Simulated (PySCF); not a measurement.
# Mayer bond orders and bond lengths

Species: C₇H₉ClOSi.
Atom-mapped SMILES: `[O:1]=[C:2]1[CH:3]=[C:4]([CH2:5]/[CH:6]=[CH:7]\[Cl:8])[CH2:9][SiH2:10]1` (hydrogens: H11 on C3; H12, H13 on C5; H14 on C6; H15 on C7; H16, H17 on C9; H18, H19 on Si10)

Geometry (GFN2-xTB, Å), atoms numbered from 1 in this order:
```
atom  x, y, z in Å
O1    -3.7271   -0.9409    0.1477
C2    -2.6505   -0.3912    0.0342
C3    -1.4119   -1.0673   -0.3583
C4    -0.3028   -0.3218   -0.4281
C5     1.0441   -0.8688   -0.8059
C6     1.9150   -0.9448    0.4108
C7     2.9848   -0.2041    0.6450
Cl8    3.5901    0.9817   -0.4502
C9    -0.3881    1.1351   -0.0866
Si10  -2.2241    1.4683    0.3197
H11   -1.4330   -2.1241   -0.5813
H12    0.9324   -1.8694   -1.2296
H13    1.5111   -0.2157   -1.5456
H14    1.6104   -1.6558    1.1656
H15    3.5770   -0.2913    1.5420
H16   -0.0116    1.7242   -0.9243
H17    0.2856    1.3464    0.7458
H18   -2.8701    2.3516   -0.6481
H19   -2.4412    1.8972    1.6989
```

Bond orders from the PBE0/pcSseg-1 density (PySCF). The structure is a single GFN2-xTB conformer in the gas phase; no vibrational or solvent corrections.

Question: How far do the computed orders between heavy atoms stray from the drawn ones?

Answer: The largest departure is 0.310, at C3–C4 (drawn double, 1.690). Drawn single, order below 0.88: Si10–C2 (0.848). Drawn double or triple, more than 0.30 short of the drawn order: C3–C4 (1.690).

Question: Give the Mayer order of every bond, beside its length.

Answer: 
| bond | drawn as | length (Å) | Mayer order |
| --- | --- | --- | --- |
| O1–C2 | double | 1.214 | 1.891 |
| C2–C3 | single | 1.465 | 1.023 |
| C3–C4 | double | 1.338 | 1.690 |
| C4–C5 | single | 1.502 | 1.038 |
| C5–C6 | single | 1.498 | 1.030 |
| C6–C7 | double | 1.322 | 1.880 |
| C7–Cl8 | single | 1.724 | 1.036 |
| C4–C9 | single | 1.499 | 1.045 |
| C9–Si10 | single | 1.910 | 0.882 |
| Si10–C2 | single | 1.929 | 0.848 |
| C3–H11 | single | 1.080 | 0.972 |
| C5–H12 | single | 1.092 | 0.935 |
| C5–H13 | single | 1.092 | 0.925 |
| C6–H14 | single | 1.081 | 0.948 |
| C7–H15 | single | 1.078 | 0.935 |
| C9–H16 | single | 1.091 | 0.925 |
| C9–H17 | single | 1.091 | 0.919 |
| Si10–H18 | single | 1.461 | 0.955 |
| Si10–H19 | single | 1.461 | 0.954 |

Bonds between the same two heavy elements. C–C: lowest C2–C3 (1.023, 1.465 Å), highest C6–C7 (1.880, 1.322 Å); in 1 of the 15 pairs the longer bond (by over 0.003 Å) has the higher order (by 0.02 or more). C–Si: lowest Si10–C2 (0.848, 1.929 Å), highest C9–Si10 (0.882, 1.910 Å).

Question: Sum the orders of all bonds at each heavy atom with more than one neighbour and set the sums beside the valence in the SMILES.

Answer: C2 3.762 (drawn 4), C3 3.685 (drawn 4), C4 3.773 (drawn 4), C5 3.928 (drawn 4), C6 3.858 (drawn 4), C7 3.851 (drawn 4), C9 3.771 (drawn 4), Si10 3.639 (drawn 4). Orders between atoms that aren't bonded are not in these sums.

The Mayer order sums products of elements of PS (density times overlap matrix) between the two atoms' basis functions, so it depends on the basis set.

These values come from a run that also computed NMR shieldings. Time: 3.1 min wall; peak memory 1.1 GiB. Hardware: Intel Xeon at 2.50 GHz, one thread, shared host.
